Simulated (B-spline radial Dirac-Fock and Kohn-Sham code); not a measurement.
ΔSCF core binding energies without Breit or QED terms, calculated with a radial finite-basis atomic code.

A sound run for atomic europium, [Xe] 4f7 6s2: The ground state converged in 13 iterations, with total energy -10846.48249 Ha, virial ratio 1.91988 and highest orbital energy -4.93 eV. ΔSCF binding energies: K (1s) 48725.6 eV, L3 (2p3/2) 6996.3 eV, M5 (3d5/2) 1137.1 eV.

A second run, with one unsound setting: The ground state converged in 12 iterations, with total energy -9004.55857 Ha, virial ratio 2.32941 and highest orbital energy -3.98 eV. ΔSCF binding energies: K (1s) 46741.7 eV, L3 (2p3/2) 6209.1 eV, M5 (3d5/2) 1508.6 eV.

```
iter   energy (Ha)        error
   1    -8701.32783695  1.19e+01
   2    -8979.70062949  5.31e+00
   3    -8998.76997546  1.87e+00
   4    -9003.68266148  5.08e-01
   5    -9004.45307168  2.72e-01
   6    -9004.55491412  2.26e-02
   7    -9004.55826131  3.82e-03
   8    -9004.55855962  3.62e-04
   9    -9004.55856664  5.94e-05
  12    -9004.55856686  6.31e-08
```

Q: Which fault fits the second run best?
A. tolerance below the noise
B. functional not served
C. overfilled shell
D. mesh too coarse

A: D. The input had h = 2.0: h is too large to resolve the orbitals.
